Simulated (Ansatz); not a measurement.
CH$_{2}$NO (SMILES [NH]C=O), doublet (typed; the unrestricted solution is spin-contaminated), at a GFN2-xTB geometry. Base run: Ansatz (a quantum-chemistry and plane-wave program) with HF/3-21G.

Input for Ansatz:
Ansatz 0.2 input:
```yaml
crystal:
  periodic: [false, false, false]
  atoms:
    - {symbol: N, position_ang: [0.85986699, -0.69343707, -0.05411226]}
    - {symbol: C, position_ang: [-0.35523167, -0.27922787, 0.06401295]}
    - {symbol: O, position_ang: [-0.54050716, 0.94259611, -0.00329871]}
    - {symbol: H, position_ang: [1.58424477, 0.00217596, -0.19394028]}
    - {symbol: H, position_ang: [-1.14786635, -1.01351809, 0.21503810]}
basis:
  gaussian:
    orbitals: 3-21G.json
hamiltonian:
  xc: hf
magnetization: {spin_polarized: true, initial_magnetization: 1}
```
The basis file holds 3-21G in the JSON format of the Basis Set Exchange.

Variants of this job, named by their change:

| change | ΔE vs base (mEh) |
|---|---|
| base | 0.000 |
| occupation = up:A':11 A'':1 down:A':10 A'':1 | 402.9 |
| occupation = up:A':9 A'':3 down:A':10 A'':1 | 177.6 |
| symmetry_tolerance_ang = 0.01 | 0.000 |
| occupation = up:A':10 A'':2 down:A':10 A'':1 | 0.000 |
